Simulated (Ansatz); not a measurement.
Start from `C=N[SiH](S)S` and change one atom or group to get `F[SiH](S)S`.

Ansatz, PBE0-D4/def2-TZVP geometries, multiplicity 1. Each molecule was computed in one conformer, which needn't be the lowest.

```csv
property,`C=N[SiH](S)S`
LUMO energy (B3LYP/def2-TZVPP) / eV,-1.49
size of the dipole moment (B3LYP/def2-TZVPP) / D,2.00
HOMO–LUMO gap (PBE0/def2-TZVPP) / eV,6.05
HOMO energy (PBE/def2-TZVPP) / eV,-6.13
HOMO energy (ωB97M-V/def2-TZVPP) / eV,-9.44
LUMO energy (PBE/def2-TZVPP) / eV,-2.34
```

Question: What does the change do to each property? (An estimate is asked.)

Answer: Ansatz gave: 
```csv
property,`F[SiH](S)S`,shift
LUMO energy (B3LYP/def2-TZVPP) / eV,-0.49,1.00
size of the dipole moment (B3LYP/def2-TZVPP) / D,1.30,-0.70
HOMO–LUMO gap (PBE0/def2-TZVPP) / eV,7.71,1.66
HOMO energy (PBE/def2-TZVPP) / eV,-6.67,-0.54
HOMO energy (ωB97M-V/def2-TZVPP) / eV,-10.11,-0.67
LUMO energy (PBE/def2-TZVPP) / eV,-1.14,1.20
```

With PBE0 the HOMO falls by 0.62 eV and the LUMO rises by 1.03 eV, so the gap widens by about 1.65 eV. PBE moves the HOMO by -0.54 eV and ωB97M-V by -0.67 eV. The zero-point energy changes by -72.6 kJ/mol with -9 modes. Dipoles are sizes alone; their direction can turn.

B3LYP here is the variant with VWN-RPA as its local correlation; programs differ in this.
